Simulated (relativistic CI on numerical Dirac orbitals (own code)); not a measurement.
## Radial parameters of Sm XL

Calculated at this level of theory: Dirac-Coulomb-Breit CI, separate exchange-only KLI orbitals for each configuration, model QED (radiative potential, 1s self-energy scaled to tabulated hydrogen-like ionisation energies), unscaled Slater integrals (own radial code, finite nucleus).

Slater integrals F^k, G^k are unscaled and averaged over j, outside the closed core [Ne]; ζ comes from projecting the Hamiltonian with its Breit term on Σ l·s of the shell.

- 3s²3p⁶3d⁵: F^2(3d,3d) = 479090, F^4(3d,3d) = 309190, ζ(3d) = 97697 cm⁻¹; <r>(3d) = 0.2129, <r^2>(3d) = 0.0526 (bohr units).
- 3s²3p⁵3d⁶: ζ(3p) = 736850, F^2(3d,3d) = 478220, F^4(3d,3d) = 308600, F^2(3p,3d) = 416430, G^1(3p,3d) = 446850, G^3(3p,3d) = 297420, ζ(3d) = 96717 cm⁻¹; <r>(3p) = 0.2381, <r^2>(3p) = 0.06555, <r>(3d) = 0.2132, <r^2>(3d) = 0.05278 (bohr units).
- 3s²3p⁴3d⁷: F^2(3p,3p) = 413990, ζ(3p) = 736250, F^2(3d,3d) = 477330, F^4(3d,3d) = 308000, F^2(3p,3d) = 416010, G^1(3p,3d) = 446840, G^3(3p,3d) = 297290, ζ(3d) = 95744 cm⁻¹; <r>(3p) = 0.2383, <r^2>(3p) = 0.06568, <r>(3d) = 0.2136, <r^2>(3d) = 0.05295 (bohr units).

Problem. Give the Racah parameters of the d shell in 3s²3p⁶3d⁵.

Solution. B = F²/49 − 5F⁴/441 = 6272 cm⁻¹ and C = 35F⁴/441 = 24539 cm⁻¹.

Averages of the first 10 configurations, taken without configuration mixing, which lowers the lowest level and can move excited configurations by several eV; other configurations of the list can lie among them:

```tsv
Configuration	Parity	States	Average energy above the lowest level (eV)
3s²3p⁶3d⁵	even	252	71.2
3s²3p⁵3d⁶	odd	1260	395.0
3s²3p⁴3d⁷	even	1800	725.4
3s3p⁶3d⁶	even	420	660.8
3p⁶3d⁷	even	120	1259.3
3s3p⁵3d⁷	odd	1440	983.3
3s²3p⁶3d⁴4s	even	420	1229.2
3s²3p⁶3d⁴4p	odd	1260	1328.4
3s²3p⁴3d⁶4s	even	6300	1867.4
3s²3p⁵3d⁵4s	odd	3024	1544.9
```
